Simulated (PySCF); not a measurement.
CHO, SMILES C#[O+], charge +1. Atoms are numbered in the order given.

```xyz
3

C      0.0000     0.0000     0.5157
O      0.0000     0.0000    -0.5883
H      0.0000     0.0000     1.6126
```
Charge +1, spin multiplicity 1.

Coordinates come from a r2SCAN-D4/def2-TZVPD optimisation.

These are r2SCAN/def2-TZVPD in PySCF values and carry that method's errors.

Isolated molecule, no solvent.

### Question
Estimate the frontier levels, gap, dipole moment and polarisability. (The exact figures need the calculation; the answer reports its results.)

### Answer

The highest occupied level is -21.55 eV and the lowest empty level is -11.14 eV. The orbital gap is 10.42 eV and the dipole moment about the centre of nuclear charge is 3.68 D. The mean static polarisability is 9.6 bohr³ (1.43 Å³). The polarisability, principal values comes out as 7.6, 7.6, 13.7 bohr³.
